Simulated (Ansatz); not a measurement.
`[OH][Zr]([SH])([SH])[SH]`, relaxed with RKS PBE0-D4/def2-TZVP in Ansatz from a GFN2-xTB geometry. The force threshold is 0.005 eV/Å; the program also tests the step.

Charge 0, multiplicity 1. Zr takes the def2 core potential.

Start:

```xyz
9

O     1.056   -0.101   -1.853
Zr    0.220   -0.321   -0.238
S    -1.741   -1.764    0.064
S     1.595   -0.734    1.750
S    -0.751    1.858    0.360
H     1.304    0.152   -2.746
H    -2.599   -0.770   -0.218
H     0.482   -0.806    2.503
H     0.434    2.486    0.378
```

Question: By how much does the energy fall, and how many steps does the optimiser take? (Best estimate.)

Answer: Computed: 7.69 kcal/mol, in 22 steps, 1 of them rejected.

Question: Which bonds change most? (Best estimate.)

Answer: Ansatz gave: O1–Zr2 from 1.831 to 1.894 Å; Zr2–S4 from 2.453 to 2.435 Å; Zr2–S3 from 2.454 to 2.438 Å; Zr2–S5 from 2.459 to 2.445 Å.

Question: Give the relaxed structure. (An estimate is asked.)

Answer: The calculation gave: 
```xyz
9

O     0.923   -0.036   -1.670
Zr    0.078   -0.187    0.018
S    -1.865   -1.660    0.026
S     1.656   -1.129    1.616
S    -0.738    1.994    0.763
H     1.177   -0.116   -2.586
H    -2.456   -0.910   -0.927
H     0.952   -0.581    2.626
H     0.273    2.626    0.133
```
